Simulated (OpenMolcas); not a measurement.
Sc2+: effect of the IPEA shift

```json
{
  "Program": "OpenMolcas 26.06",
  "Basis": "ANO-RCC-VTZP [6s5p3d2f1g]",
  "Scalar Hamiltonian": "DKH2, point nucleus",
  "Active space": "1 electron in 6 orbitals (3d 4s)",
  "State averaging": "2S+1 = 2 even, 6 roots",
  "Spin-orbit coupling": "state interaction with AMFI integrals over the reference wave functions, term energies averaged over their components"
}
```

Methods on the same reference wave functions:
A. CASSCF
B. SS-CASPT2, IPEA 0 Eh, imaginary shift 0.1 Eh (closed shells correlated: 3s 3p)
C. SS-CASPT2, IPEA 0.25 Eh, imaginary shift 0.1 Eh (closed shells correlated: 3s 3p)

Energies in cm⁻¹ above 3d ²D_3/2, the measured ground level; measured values from Sugar and Corliss, J. Phys. Chem. Ref. Data 9, 473 (1980).

```csv
Level,A,B,C,Measured
3d ²D_3/2,0.0,0.0,0.0,0.0
3d ²D_5/2,195,195,195,198
4s ²S_1/2,25590,24870,24980,25539
```

Deviations, from unrounded energies. A percentage is the sum of absolute deviations over the sum of measured energies, with the sign that they share, or ± where signs differ.

```
                  Against measurement  Levels     A     B     C
       mean absolute deviation (cm-1)       2    27   340   280
fine structure of the ground term (%)       1  -1.4  -1.4  -1.4
             other configurations (%)       1  +0.2  -2.6  -2.2
```

A lies closest to measurement on these levels and B furthest from it. The largest miss of A in the table is 4s ²S_1/2, by +51 cm-1. The ranking rests on the paired levels alone, and a cruder setting can come out closer through cancelling errors.

Between B and C the level of the table that moves most is 4s ²S_1/2, by 110 cm-1 (lowest in B, highest in C). Moves below CASPT2's spread within the term are not significant.

The mean deviations of B to C differ by less than CASPT2's widest spread within a term (85 cm-1), so their order carries little weight.

The lowest spin-free term lies below A's lowest term by 0.269 hartree in B, 0.268 hartree in C.

CASPT2 does not keep the components of a term degenerate, so their means are used; among the terms shown or strongly mixed into the levels shown the widest spread is 85 cm-1 (3d ²D, C). With one active electron the reference holds no correlation, so core polarisation is missing (holds for A). With one active electron, CASPT2 adds the correlation within the correlated inactive shells and between them and that electron, and leaves the splitting within a term as the reference gives it (holds for B; C). Computed and measured levels are paired by configuration, term and J; levels that our copy of the source lacks, or whose pairing is in doubt (as where it misses far off the trend of its configuration), stay unpaired and out of the deviations. Levels of configurations outside the active space are missing.
